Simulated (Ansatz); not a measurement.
Thioxanthone (C13H8OS). Charge 0, multiplicity 1. Geometry PBE-D4/def2-SVP.

```xyz
23

O     0.0994   -1.7468   -1.8044
C     0.0505   -0.8879   -0.9171
C    -1.0918    0.0660   -0.8496
C    -2.0982   -0.0612   -1.8364
C    -3.2059    0.7826   -1.8588
C    -3.3332    1.7887   -0.8785
C    -2.3576    1.9387    0.1070
C    -1.2325    1.0812    0.1293
S    -0.0783    1.3729    1.4186
C     1.1617    0.1599    1.1531
C     2.2374    0.1704    2.0720
C     3.2743   -0.7541    1.9472
C     3.2585   -1.7051    0.9056
C     2.1993   -1.7150    0.0014
C     1.1329   -0.7901    0.1018
H    -1.9559   -0.8596   -2.5796
H    -3.9767    0.6662   -2.6351
H    -4.2037    2.4622   -0.8848
H    -2.4561    2.7237    0.8727
H     2.2489    0.9131    2.8847
H     4.1055   -0.7354    2.6685
H     4.0775   -2.4332    0.8091
H     2.1437   -2.4373   -0.8265
```

B3LYP takes the VWN-RPA correlation. The restricted singlet is unstable towards broken spin symmetry in Hartree–Fock (as tested in another run); at HF/6-31G this wasn't settled.

Problem. Estimate the orbital energies around the gap (eV) in Ansatz with HF/6-31G, r2SCAN-D4/def2-TZVP, B3LYP-D4/6-31G, PBE0-D4/def2-SVP, PBE0-D4/def2-TZVP.

Solution. 
```tsv
orbital	HF/6-31G	r2SCAN-D4/def2-TZVP	B3LYP-D4/6-31G	PBE0-D4/def2-SVP	PBE0-D4/def2-TZVP
HOMO−5	-12.06	-8.37	-8.88	-9.31	-9.33
HOMO−4	-11.52	-7.09	-7.46	-7.90	-7.90
HOMO−3	-9.83	-6.90	-7.27	-7.69	-7.68
HOMO−2	-9.68	-6.80	-7.20	-7.63	-7.65
HOMO−1	-9.59	-6.05	-6.92	-7.38	-7.42
HOMO	-8.18	-5.67	-6.02	-6.36	-6.38
LUMO	1.47	-2.80	-1.95	-2.03	-2.12
LUMO+1	2.85	-1.80	-0.77	-1.02	-1.12
LUMO+2	3.52	-1.32	-0.32	-0.47	-0.58
LUMO+3	3.54	-1.31	-0.26	-0.42	-0.56
LUMO+4	4.93	-0.41	0.93	0.72	0.32
LUMO+5	5.99	0.49	1.53	1.52	1.33
```
